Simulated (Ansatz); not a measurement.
The cluster Si₂S₂. Charge 0, multiplicity 3. Geometry PBE0-D4/def2-TZVPD, that of the charge -1 doublet; atoms count from 1.

Cartesian coordinates in Å:
```
Si 0.4431 -0.6990 1.2753
Si -0.4431 0.6989 -1.2751
S -1.4467 -0.5941 0.1769
S 1.4466 0.5942 -0.1771
```

At PBE0-D4/def2-TZVPD a singlet of charge 0 lies 1.20 eV below the triplet at the same geometry. The structure comes from a short search, and lower isomers may exist.

Question: Estimate the Mulliken populations from the PBE0/def2-TZVPD orbitals of Ansatz.

Answer: 
```csv
atom,charge (e),spin (α − β)
Si1,0.25,0.85
Si2,0.25,0.85
S3,-0.25,0.15
S4,-0.25,0.15
```
Mulliken values depend strongly on the basis. With diffuse functions, as here, like atoms can get unlike values, and bond orders can come out too low or too high.

Question: Where does the spin sit?

Answer: Summed by element: Si 1.70, S 0.30, of 2 unpaired in all. Largest on single atoms: Si1 0.85, Si2 0.85, S3 0.15.

Question: And the Mayer bond orders between heavy atoms (over 0.3)?

Answer: Si1–Si2 0.49 (3.04 Å); Si1–S3 1.09 (2.19 Å); Si1–S4 1.09 (2.19 Å); Si2–S3 1.09 (2.19 Å); Si2–S4 1.09 (2.19 Å).
